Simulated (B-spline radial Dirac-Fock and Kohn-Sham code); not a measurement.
The computed values come from a radial atomic solver: Dirac-Fock (average of configuration) total-energy differences with a finite nucleus, the Breit interaction including its frequency dependence, and self-energy and vacuum-polarisation corrections. Free neutral atoms.

Problem. Order these X-ray lines by photon energy, lowest first.
A. Tc Lα1
B. Rh Lβ4
C. Dy Mγ
D. Cd Lβ3
E. Sr Lη
F. Os Mα1

Solution. C (1517.1 eV), E (1647.0 eV), F (1913.1 eV), A (2425.4 eV), B (2894.0 eV), D (3405.3 eV).
